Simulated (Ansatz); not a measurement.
`CB(F)[CH2][AlH2]` + HI → `[AlH2][I]` + `CB(C)F` at 600 K and 1 bar (ligand exchange at the Al–C bond).

Computed with Ansatz on PBE0-D4/def2-TZVP structures; ΔE is electronic, products minus reactants. CCSD(T)/CBS adds triple-zeta CCSD(T) − MP2 to the extrapolated MP2 energy (def2 sets, frozen cores). Elements past krypton have def2 core potentials. For I outer-core shells are correlated without core-valence functions, which leaves a few kJ/mol of doubt a bond. Each species was taken in one conformer, which may not be the lowest.

```
           species  CCSD(T)/CBS energy (Eh)  H − E (kJ/mol)  S (J/(mol·K))
`CB(F)[CH2][AlH2]`               -446.99161           288.0          476.4
                HI               -298.03592            31.6          227.0
       `[AlH2][I]`               -540.69638            66.7          314.7
          `CB(C)F`               -204.38401           260.4          388.7
```

H − E and S are ideal-gas, rigid-rotor, harmonic terms from PBE0-D4/def2-TZVP, for one conformer and one mirror image of each species. 1 Eh = 2625.50 kJ/mol, R = 8.31446 J/(mol·K).

Problem. By hand: ΔE, ΔH, ΔS and ΔG.

Solution. ΔE = (-540.69638) + (-204.38401) − (-446.99161) − (-298.03592) = -0.05286 Eh = -138.8 kJ/mol. Δ(H − E) = 66.7 + 260.4 − 288.0 − 31.6 = 7.5, so ΔH = -131.3 kJ/mol. ΔS = 314.7 + 388.7 − 476.4 − 227.0 = 0.0 J/(mol·K). ΔG = -131.3 − 600 × (0.0)/1000 = -131.3 kJ/mol.

Problem. By hand: the equilibrium constant, and the temperature at which ΔG would vanish if ΔH and ΔS stayed fixed.

Solution. log₁₀ K = −ΔG/(RT ln 10) = 11.4. With ΔH or ΔS at zero there is no such temperature.

The number of gas molecules stays the same, so ΔS is small and ΔH decides. A doubt of 5 kJ/mol in ΔE shifts log₁₀ K by 0.4 here. Other conformers and mirror images would add mixing entropy, several J/(mol·K) or more a flexible species. Modes under 60 cm⁻¹, often nearly free rotors, make the harmonic entropy too high. These are equilibria of isolated gas molecules and say nothing of rates. Largest T1 diagnostic: 0.012 (customary marks: 0.02 for closed shells, 0.045 for open ones).

ΔS is within the doubt of such terms, so its sign, and with it that verdict, could turn.
